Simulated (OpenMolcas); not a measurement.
O2+: effect of the IPEA shift

```json
{"Program": "OpenMolcas", "Basis": "ANO-RCC-VQZP [5s4p3d2f1g]", "Scalar Hamiltonian": "DKH2, point nucleus", "Active space": "4 electrons in 8 orbitals (2s 2p 3s 3p)", "State averaging": "2S+1 = 3 even, 3 roots; 2S+1 = 1 even, 11 roots; 2S+1 = 5 odd, 1 root; 2S+1 = 3 odd, 9 roots; 2S+1 = 1 odd, 8 roots", "Spin-orbit coupling": "RASSI with atomic mean-field integrals over the reference wave functions, term energies averaged over their components"}
```

Methods on the same reference wave functions:
A. CASSCF
B. MS-CASPT2, IPEA 0 Eh, imaginary shift 0.1 Eh (closed shells correlated: 1s)
C. MS-CASPT2, IPEA 0.25 Eh, imaginary shift 0.1 Eh (closed shells correlated: 1s)

Energies in cm-1 above 2s2 2p2 3P0, the measured ground level; measured values from Moore, Selected Tables of Atomic Spectra, NSRDS-NBS 3, section 11.

```csv
Level,A,B,C,Measured
2s2 2p2 3P0,0.0,0.0,0.0,0.0
2s2 2p2 3P1,108,107,107,113
2s2 2p2 3P2,317,317,317,
2s2 2p2 1D2,22988,20750,20650,20273
2s2 2p2 1S0,39659,43150,42960,43186
2s 2p3 5S* 2,50321,58690,58470,60325
2s 2p3 3D* 1,123212,118300,118650,
2s 2p3 3D* 2,123217,118310,118650,
2s 2p3 3D* 3,123226,118320,118660,
2s 2p3 3P* 0,143610,141920,141980,
2s 2p3 3P* 1,143616,141930,141990,
2s 2p3 3P* 2,143628,141940,142000,
2s 2p3 1D* 2,201571,187750,188340,187054
2s 2p3 3S* 1,207954,196890,197450,197088
2s 2p3 1P* 1,221458,210730,210980,210462
```

Deviations, from unrounded energies. A percentage is the sum of absolute deviations over the sum of measured energies, with the sign that they share, or ± where signs differ.

```csv
Against measurement,Levels,A,B,C
mean absolute deviation (cm-1),7,7500,470,660
fine structure of the ground term (%),1,-4.9,-5.1,-5.1
other terms of the ground configuration (%),2,±9.8,±0.8,±0.9
other configurations (%),4,±7.1,±0.4,±0.6
```

B lies closest to measurement on these levels and A furthest from it. The largest miss of B in the table is 2s 2p3 5S* 2, by -1600 cm-1. The ranking rests on the paired levels alone, and a cruder setting can come out closer through cancelling errors.

Between B and C the level of the table that moves most is 2s 2p3 1D* 2, by 600 cm-1 (lowest in B, highest in C). Moves below CASPT2's spread within the term are not significant.

From A to B the spin-free energies of the other terms of 2s2 2p2 shown, above 3P, scale by factors of 0.90 to 1.09.

The lowest spin-free term lies below A's lowest term by 0.070 hartree in B, 0.069 hartree in C.

CASPT2 does not keep the components of a term degenerate, so their means are used; among the terms shown or strongly mixed into the levels shown the widest spread is 54 cm-1 (2s 2p3 1D*, C). Active for correlation alone: 3p 3s; no level in the range computed is led by a configuration that fills them, so any true level of that kind is missing. Measured partners are found by configuration, term and J. A level has none where our copy of the source lacks it or the pairing is in doubt (some pairs that miss far off the trend of their configuration count as doubtful), and it then counts in no deviation. Only configurations of the active space appear. Levels that lie high or do not pair safely by name in every column are left out.

* marks odd parity.
